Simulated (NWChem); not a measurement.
System: CH$_{5}$B; SMILES BC

NWChem input:

```
start job
memory heap 200 mb stack 900 mb global 1100 mb
geometry units angstroms noautoz
  B     -0.001193    -0.862672    -0.019386
  H      1.039667    -1.481705     0.025724
  H     -1.036934    -1.489743     0.029597
  C     -0.002617     0.690296    -0.044034
  H      0.039058     0.949926     1.036920
  H     -0.918897     1.157045    -0.432979
  H      0.889115     1.151159    -0.493569
end
basis spherical
  * library def2-svp
end
dft
  xc xpbe96 cpbe96
  iterations 150
  vectors input atomic output neutral.movecs
end
task dft energy
charge 1
dft
  odft
  mult 2
  vectors input atomic output cation.movecs
end
task dft energy
```

Parts of the log:

```
             Northwest Computational Chemistry Package (NWChem) 7.3.0
             --------------------------------------------------------

 C1  symmetry detected

                             Geometry "geometry" -> ""
                             -------------------------

 Output coordinates in angstroms (scale by  1.889725989 to convert to a.u.)

  No.       Tag          Charge          X              Y              Z
 ---- ---------------- ---------- -------------- -------------- --------------
    1 B                    5.0000    -0.00101610    -0.86959509    -0.02283236
    2 H                    1.0000     1.03945819    -1.48989418     0.01278492
    3 H                    1.0000    -1.03715013    -1.49689462     0.01320044
    4 C                    6.0000    -0.00161818     0.68356550    -0.01951791
    5 H                    1.0000     0.03845338     0.92366984     1.06600052
    6 H                    1.0000    -0.91703776     1.15772929    -0.40145714
    7 H                    1.0000     0.89106592     1.15197216    -0.45925949

 Effective nuclear repulsion energy (a.u.)      31.6913302183

  pbe96 is a nonlocal functional; adding pw91lda local functional.

                                 NWChem DFT Module
                                 -----------------

 Summary of "ao basis" -> "ao basis" (spherical)
 ------------------------------------------------------------------------------
       Tag                 Description            Shells   Functions and Types
 ---------------- ------------------------------  ------  ---------------------
 B                          def2-svp                 6       14   3s2p1d
 H                          def2-svp                 3        5   2s1p
 C                          def2-svp                 6       14   3s2p1d

            General Information
            -------------------
          SCF calculation type: DFT
          Wavefunction type:  closed shell.
          No. of atoms     :     7
          No. of electrons :    16
           Alpha electrons :     8
            Beta electrons :     8
          Charge           :     0
          Spin multiplicity:     1
          Use of symmetry is: off; symmetry adaption is: off
          Maximum number of iterations: 150
          AO basis - number of functions:    53
                     number of shells:    27
          Convergence on energy requested:  1.00D-06
          Convergence on density requested:  1.00D-05
          Convergence on gradient requested:  5.00D-04

              XC Information
              --------------
          PerdewBurkeErnzerhof Exchange Functional  1.000
            Perdew 1991 LDA Correlation Functional  1.000 local
           PerdewBurkeErnz. Correlation Functional  1.000 non-local

             Grid Information
             ----------------
          Grid used for XC integration:  medium
          Radial quadrature: Mura-Knowles
          Angular quadrature: Lebedev.
          Tag              B.-S. Rad. Rad. Pts. Rad. Cut. Ang. Pts.
          ---              ---------- --------- --------- ---------
          B                   0.85       49           8.0       434
          H                   0.35       45          10.0       434
          C                   0.70       49           8.0       434
          Grid pruning is: on
          Number of quadrature shells:   323
          Spatial weights used:  Erf1

      Superposition of Atomic Density Guess
      -------------------------------------

 Sum of atomic energies:         -64.62520024

      Non-variational initial energy
      ------------------------------

 Total energy =     -65.658769
 1-e energy   =    -147.213692
 2-e energy   =      49.863593
 HOMO         =      -0.377221
 LUMO         =      -0.029127

   convergence    iter        energy       DeltaE   RMS-Dens  Diis-err
 ---------------- ----- ----------------- --------- --------- ---------
 d= 0,ls=0.0,diis     1    -65.7521151173 -9.74D+01  9.02D-03  1.50D-01
 d= 0,ls=0.0,diis     2    -65.7651354058 -1.30D-02  4.25D-03  4.82D-02
 d= 0,ls=0.0,diis     3    -65.7692190304 -4.08D-03  1.82D-03  1.94D-02
 d= 0,ls=0.0,diis     4    -65.7717916290 -2.57D-03  3.81D-04  3.85D-04
 d= 0,ls=0.0,diis     5    -65.7718562761 -6.46D-05  6.43D-05  1.55D-05
  Resetting Diis
 d= 0,ls=0.0,diis     6    -65.7718588093 -2.53D-06  9.38D-06  2.75D-07
 d= 0,ls=0.0,diis     7    -65.7718588519 -4.26D-08  3.65D-06  1.70D-08

         Total DFT energy =      -65.771858851889
      One electron energy =     -149.431357458273
           Coulomb energy =       63.136621685095
    Exchange-Corr. energy =      -11.168453296966
 Nuclear repulsion energy =       31.691330218254

 Numeric. integr. density =       16.000003414468

                       DFT Final Molecular Orbital Analysis
                       ------------------------------------

 Vector    6  Occ=2.000000D+00  E=-3.588794D-01
              MO Center=  3.0D-02,  7.1D-01,  2.0D-01, r^2= 1.4D+00
   Bfn.  Coefficient  Atom+Function         Bfn.  Coefficient  Atom+Function
  ----- ------------  ---------------      ----- ------------  ---------------
    30      0.420350  4 C  pz                39      0.353117  5 H  s
    49     -0.186383  7 H  s                 33      0.173993  4 C  pz
    44     -0.159980  6 H  s                 40      0.148698  5 H  s
     6     -0.114589  1 B  pz                50     -0.078432  7 H  s
    45     -0.067603  6 H  s                 29     -0.062219  4 C  py

[...]
```

Level: PBE/def2-SVP, vertical spin-unrestricted ions. All runs use the structure optimised with PBE0/def2-SVP.
